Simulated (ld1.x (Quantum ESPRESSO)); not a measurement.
**What one change does to a pseudopotential (Au, TM)**

Au (Z = 79), norm-conserving Troullier–Martins (Kleinman–Bylander form), made with ld1.x (Quantum ESPRESSO) 7.5 (LDA (PZ), scalar-relativistic). Core [Xe] 4f14, reference 5d10 6s0.5 6p0.5. Waves: 6p (bound): rc 3.20 bohr; 5d (bound): rc 1.30 bohr; 6s (bound): rc 2.10 bohr. Local part: the s channel. Core correction: Bessel-smoothed model core, default radius (core density twice the valence density).

Change: core [Kr] 4d10, valence charge 33; reference 4f14 5s2 5p6 5d10 6s1 6p0; waves now 5s (bound): rc 1.30 bohr; 5p (bound): rc 1.15 bohr; 4f (bound): rc 0.70 bohr; 5d (bound): rc 2.15 bohr; local potential the d channel; core correction none.

Cutoffs: the cutoffs (Ry, on a coarse ladder) from which the occupation-weighted sum of valence levels, in a spherical-Bessel basis at the reference potential, stays within 10 and 1 mRy of its value at 400 Ry; they do not see the model core or the augmentation charge, which bear on the density cutoff. Errors are all-electron minus pseudo energies relative to the spin-unpolarised reference configuration.

Q: What does the change do?

A: A bound ghost appears in p, which as a rule spoils a file; the miss of the reference levels goes from 0.00 to 0.72 eV; the number of tests that count goes from 9 to 2. Several settings change at once here, so the effects cannot be laid on one of them.

```tsv
quantity	base	changed
cutoffs, loose and tight	70 Ry, 90 Ry	not determined
bound ghosts	none	p
largest miss of a reference level, eV	0.00	0.72
tests counted (converged, no solver errors)	9 of 9	2 of 9
```

Changed file: Tests not counted: 4f14 5s2 5p6 5d9 6s0 6p0 (solver errors, printed error +1.2 eV); 4f14 5s2 5p6 5d8 6s0 6p0 (solver errors, printed error +1.6 eV); 4f14 5s2 5p5 5d10 6s1 6p0 (solver errors, printed error -99 meV); 4f14 5s2 5p6 5d9 6s2 6p0 (solver errors, printed error -820 meV); 4f14 5s2 5p6 5d9 6s1 6p1 (solver errors, printed error -2.5 eV); 4f14 5s2 5p6 5d10 6s1 6p0 (spin-polarised) (solver errors, printed error +1.9 meV); 4f14 5s2 5p6 5d9 6s0 6p0 (spin-polarised) (solver errors, printed error +1.2 eV). The 6s level has no wave, so the channel is fitted at the deeper level alone: the likely source of the large errors. A true bound ghost makes a file unfit for plane-wave use even where its test errors are small: the radial tests pick states by their node count and pass the ghost by. Where a test does run into it, the solver fails or the error is huge.
